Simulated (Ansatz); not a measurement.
Reaction (ligand exchange at the Si–Cl bond): `C[SiH](Cl)CCl` + H₂S → `C[SiH](S)CCl` + HCl

Program: Ansatz. Geometries: PBE0-D4/def2-TZVP. ΔE: electronic, gas phase. CCSD(T)/CBS is the MP2 limit (def2-TZVPP, def2-QZVPP) plus CCSD(T) − MP2 in def2-TZVPP, frozen cores. This one scheme is used for every species. One conformer a species, not always the lowest.

```
        species  SCS-MP2/def2-QZVPP energy (Eh)
`C[SiH](Cl)CCl`                     -1288.27072
            H₂S                      -398.93269
 `C[SiH](S)CCl`                     -1226.84857
            HCl                      -460.33756
```

Work out ΔE.

ΔE = (-1226.84857) + (-460.33756) − (-1288.27072) − (-398.93269) = 0.01728 Eh = +45.4 kJ/mol. CCSD(T)/CBS gives +43.0 kJ/mol.

Largest T1 diagnostic among the species: 0.010.

In def2-TZVPP, CCSD(T) changes the Hartree–Fock value by −13.5 kJ/mol (the triples alone add −2.1 kJ/mol) and MP2 by −13.7 kJ/mol. The D4 term adds −4.0 kJ/mol with B3LYP and −2.2 kJ/mol with PBE0; it sums over pairs of atoms, weighted by their polarisabilities, and B3LYP, whose exchange is more repulsive, gets the larger term.

B3LYP here is the variant with VWN-RPA as its local correlation; programs differ in this.
